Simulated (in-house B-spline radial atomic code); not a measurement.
Ionisation energies along the 5-electron series, configuration 1s2 2s2 2p1/2(1), as differences of self-consistent energies. Dirac energy differences include first-order Breit, QED and recoil terms. NIST's values go from ground level to ground level; the uncertainty of those that are theory runs from under 0.1 % in few-electron ions to several per cent in heavy many-electron ones. Computed with an all-electron radial atomic-structure program (B-spline basis): Dirac-Hartree-Fock, jj configuration that fills j = l - 1/2 first, finite nuclei.

```
  ion  configuration after  ionisation energy (eV)  IE/(q+1)² (eV)  -ε less Coulomb ΔSCF (eV)  Breit and QED recoil part (eV)  tabulated value (eV)  tabulated kind  computed minus tabulated (eV)
As28+             [He] 2s2                  3091.4          3.6759                    0.72376                         -2.2083                3088.1  semi-empirical                              3
Se29+             [He] 2s2                  3305.4          3.6726                    0.72701                         -2.4382                3301.8  semi-empirical                              4
Br30+             [He] 2s2                  3526.8            3.67                    0.73034                         -2.6847                3523.1  semi-empirical                              4
Kr31+             [He] 2s2                  3755.9          3.6678                    0.73375                         -2.9475                  3752  semi-empirical                              4
Rb32+             [He] 2s2                  3992.5          3.6662                    0.73725                         -3.2279                  3988  semi-empirical                              4
Sr33+             [He] 2s2                  4236.8          3.6651                    0.74084                         -3.5263                  4232  semi-empirical                              5
Zr35+             [He] 2s2                  4748.7          3.6641                    0.74831                         -4.1805                  4744  semi-empirical                              5
Nb36+             [He] 2s2                  5016.3          3.6642                     0.7522                         -4.5374                  5011  semi-empirical                              5
Mo37+             [He] 2s2                  5291.9          3.6648                     0.7562                         -4.9151                  5287  semi-empirical                              5
Tc38+             [He] 2s2                  5575.5          3.6657                    0.76032                         -5.3152                  5570  semi-empirical                              5
Ru39+             [He] 2s2                  5867.1          3.6669                    0.76455                         -5.7373                  5861  semi-empirical                              6
```

Q: How far is this level of theory from the measured and semi-empirical values?

A: Over those 11 rows the differences run from +3.34 to +6.09 eV (mean absolute value 4.6 eV). The calculation leaves out correlation and, in open shells, the multiplet splittings that an average leaves out.
